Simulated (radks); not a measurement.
Results of a calculation; reference values are marked as such.
Numerical settings for the rhenium ion Re3+, [Xe] 4f14 5d4. Level of theory: Dirac Kohn-Sham, BLYP, spin-unpolarised, spherical densities, point nucleus; open shells fill j = l - 1/2 first (a radial shooting solver on a logarithmic mesh with Libxc functionals). The defaults (mesh step 0.008 in ln r, mesh end at 40 bohr or more with all orbitals vanishing there, Anderson mixing 0.5 over 9 steps, residual threshold near 1e-9 with the energy settled to 1e-9 hartree or 1e-11 of itself, here a cap of 84 iterations) give E = -16716.916 hartree and 5d3/2 at -33.318 eV in 16 iterations. Run on one thread of a shared host, so times are rough (Arm Neoverse V1): 0.21 s of CPU time, 0.21 s wall, 16 iterations on 2501 mesh points. Changes against that run (0 stands for a change within the tolerance of the run):

setting	iterations	converged	E (mhartree)	e(5d3/2) (meV)	CPU (s)
mesh step in ln r 0.012	16	yes	0	0	0.14
mesh step in ln r 0.003	16	yes	0	0	0.51
mesh step in ln r 0.02	16	yes	+0.000577	0	0.09
mesh end (bohr) 20	16	yes	0	0	0.2
mesh end (bohr) 2	14	level above zero	+6.21e+03	+4.24e+04	0.18
residual threshold 0.001	11	yes	0	-0.0242	0.17
residual threshold 1e-05	11	yes	0	-0.0242	0.17
mixing 0.2	17	yes	0	0	0.22
linear mixing, mixing 1	84	no	+6.91e+05	+2.36e+04	3
linear mixing, mixing 0.2	84	no	0	0	0.68
mixing history 2	23	yes	0	0	0.25
iteration cap 3	3	no	+266	-1.89e+03	0.05

Settled on a wrong energy, with an occupied level pushed above zero by the early mesh end: mesh end (bohr) 2 (+6.21 hartree). Apart from these: no run marked as converged misses the energy by more than 1 mhartree. A mesh that ends early acts as a hard wall.
